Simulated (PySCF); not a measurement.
This PySCF input asks for the NMR shieldings of `ClC([SiH2]S)(Cl)Cl`, CH₃Cl₃SSi; the geometry comes from GFN2-xTB.

```python
import basis_set_exchange as bse
import numpy as np
from pyscf import gto, dft
from pyscf.prop import nmr

atoms = """
S     2.286348   -0.152127   -0.410045
Si    0.586795    0.202258    0.820555
C    -1.000078    0.012455   -0.280979
Cl   -2.432384    0.220760    0.743929
Cl   -1.075558   -1.601249   -1.027890
Cl   -1.038518    1.235936   -1.568557
H     1.644373   -0.682983   -1.440659
H     0.448598   -0.808780    1.858095
H     0.593986    1.579724    1.280371
"""
names = dict.fromkeys(["S", "Si", "C", "Cl", "H"], "pcSseg-1")
basis = {el: gto.basis.parse(bse.get_basis(n, elements=[el], fmt="nwchem")) for el, n in names.items()}
mol = gto.M(atom=atoms, basis=basis, charge=0, verbose=0)
mf = dft.RKS(mol, xc="PBE0")
mf.grids.level = 2
mf.grids.alignment = dft.numint.BLKSIZE   # the property module wants whole blocks of grid points
mf.conv_tol = 1e-9
mf.kernel()

calc = nmr.RKS(mf)   # GIAO
C = mf.mo_coeff
Co = C[:, mf.mo_occ > 0]
resp = mf.gen_response(singlet=True, hermi=2)
def vind(x):   # induced exchange potential for any number of trial vectors
    d = np.einsum("pi,xij,qj->xpq", C, 2 * x.reshape(-1, C.shape[1], Co.shape[1]), Co, optimize=True)
    return np.einsum("xpq,pi,qj->xij", resp(d - d.transpose(0, 2, 1)), C, Co, optimize=True).ravel()
mo1, _ = nmr.rhf.solve_mo1(calc, with_cphf=vind)
sigma = calc.kernel(mo1)
for i, s in enumerate(sigma):   # ppm
    print("%2d %-2s %9.2f" % (i, mol.atom_pure_symbol(i), np.trace(s) / 3))
```

Q: Give the expected output.

A: 
```
 0 S     776.88
 1 Si    358.13
 2 C      73.32
 3 Cl    518.80
 4 Cl    523.08
 5 Cl    515.42
 6 H      30.86
 7 H      26.63
 8 H      26.70
```

These numbers come from an equivalent density-fitted implementation of the same equations, which agrees with the script to about 0.01 ppm for H and up to a few tenths of a ppm for heavy atoms, so last digits may differ.

Q: Turn these shieldings into chemical shifts. Shifts are taken against calculated references (same method and geometry level): ³³S (σref 503.73) vs CS2; ²⁹Si (σref 349.16), ¹³C (σref 186.93), ¹H (σref 31.72) vs TMS; ³⁵Cl (σref 949.78) against HCl.

A: Averaging equivalent atoms: S 0: -273; Si 1: -9.0; C 2: 113.6; Cl 3/4/5: 431; H 7/8: 5.06; H 6: 0.86 ppm. 

Size and cost of the density-fitted run: 152 basis functions, 30 s wall time on 1 thread of an Arm Neoverse N1, shared host; peak memory 0.72 GiB.
